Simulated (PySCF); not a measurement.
# Reading the logs of faulty runs: BH3NSi

Calculated results; nothing here was measured. They come from PySCF 2.14.0, an open-source quantum chemistry program, on an isolated molecule that a program drew, which may never have been made. The molecule is BH3NSi (charge 0, doublet), drawn as the SMILES string `B=N[SiH2]`.

Each row is a Hartree-Fock (HF) and frozen-core CCSD(T) single point in the cc-pV(D+d)Z basis, meant for a local HF minimum. Run 1 is clean. Each other run has one planted mistake out of seven kinds, and not every kind appears here: one electron removed, one electron added, multiplicity raised by two, geometry at a saddle point, minimal basis STO-3G, one bond length entered in bohr, all coordinates scaled. The reference is restricted for singlets and unrestricted otherwise, and also for a bond in bohr. Adding or removing an electron swaps singlet and doublet. Electrons count all cores. HOMO and LUMO are orbital energies over both spins, the gradient is its largest component, and the lowest frequency (negative if imaginary) is given only where the gradient is small. Bond lengths are over the 5 bonds as drawn. T1 is the CCSD diagnostic: over 0.02 (restricted) or 0.045 (unrestricted) a single reference is doubtful.

Geometry of the clean run:
```xyz
6
BH3NSi, angstrom
B    -2.8796   -0.4210    1.6400
N    -1.7390   -0.0746    1.2864
Si   -0.2377    0.4794    0.6933
H    -3.9517   -0.7519    1.9785
H     0.6044   -0.6592    0.2556
H     0.4764    1.2645    1.7281
```

```
run  electrons  basis functions  <S^2>  HOMO (eV)  LUMO (eV)  gradient (hartree/bohr)  lowest frequency (cm^-1)  mean bond (Å)  longest bond (Å)      T1  HF (hartree)  CCSD(T) (hartree)             mistake
  1         29               66  0.756      -8.39       1.73                  4.0e-05                       180         1.4173             1.707  0.0181    -369.81743         -370.17994            no fault
  2         30               66  0.000      -0.03       8.63                  6.3e-02                         -         1.4173             1.707  0.0196    -369.78281         -370.18548  one electron added
  3         29               66  3.774      -5.31      -0.15                  2.1e-01                         -         1.4173             1.707  0.0247    -369.62725         -369.94999                   ?
  4         29               66  0.780      -6.63       2.28                  2.5e-05                     -1114         1.4054             1.690  0.0186    -369.79612         -370.16433                   ?
```

**Which mistake was planted in run 3, and what did it cost?**

Electrons, basis and geometry are unchanged, and <S^2> is 3.774, beside S(S+1) = 3.75 for a multiplicity of 4. So the mistake is: multiplicity raised by two. Subtracting run 1 and multiplying by 627.51 kcal/mol a hartree, the energy moved by 119.3 kcal/mol in HF and 144.3 kcal/mol in CCSD(T).

**Which mistake was planted in run 4, and what did it cost?**

The gradient is small, so the point is stationary, but the lowest frequency is imaginary (-1114 cm^-1). So the mistake is: geometry at a saddle point. Subtracting run 1 and multiplying by 627.51 kcal/mol a hartree, the energy moved by 13.4 kcal/mol in HF and 9.8 kcal/mol in CCSD(T).

